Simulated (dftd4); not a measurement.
C₃H₁₁AlN (SMILES C[N](C)(C)->[AlH2]), doublet, geometry from GFN2-xTB (such geometries of metal compounds can be far from the true shape) (the spin is typed, not shown lowest); D4 for b97d run with dftd4.

dftd4 was given this input:
```
$ dftd4 mol.xyz --func b97d --charge 0 --json dftd4.json --noedisp

# file mol.xyz
16

Al     0.10482869     0.61079652     1.65588882
H     -0.66307728     1.93544918     1.17688743
H      1.67900351     0.82927437     1.43664548
C     -1.44563323    -0.39736087    -0.63863545
N     -0.04195591    -0.16981388    -0.34485823
C      0.70560264    -1.41339880    -0.40004384
C      0.51592803     0.79176317    -1.28010144
H     -1.59571942    -0.77314725    -1.65675047
H     -1.98508783     0.54126842    -0.51592198
H     -1.85067814    -1.11798002     0.07277089
H      1.73517028    -1.21582545    -0.10331153
H      0.69396685    -1.85457590    -1.40280345
H      0.27755570    -2.12315399     0.30881137
H      0.46116805     0.43309790    -2.31373322
H     -0.03080461     1.72822078    -1.18911522
H      1.55403664     0.97969346    -1.01334191
```

It wrote (shortened):

```
                    ____  _____ _____     ____  _  _
      -------------|  _ \|  ___|_   _|---|  _ \| || |------------
     |             | | | | |_    | | ___ | | | | || |_           |
     |             | |_| |  _|   | ||___|| |_| |__   _|          |
     |             |____/|_|     |_|     |____/   |_|            |
     |             ===================================           |
     |            E. Caldeweyher, S. Ehlert & S. Grimme          |
     |          Mulliken Center for Theoretical Chemistry        |
     |                    University of Bonn                     |
      -----------------------------------------------------------

Rational (Becke-Johnson) damping: b97d-D4-ATM
---------------------
  s6         1.0000
  s8         1.6946
  s9         1.0000
  a1         0.2890
  a2         4.1341
 alp        16.0000
--------------------

Dispersion energy:      -5.1471162933206E-02 Eh

[Info] JSON dump of results written to 'dftd4.json'
```
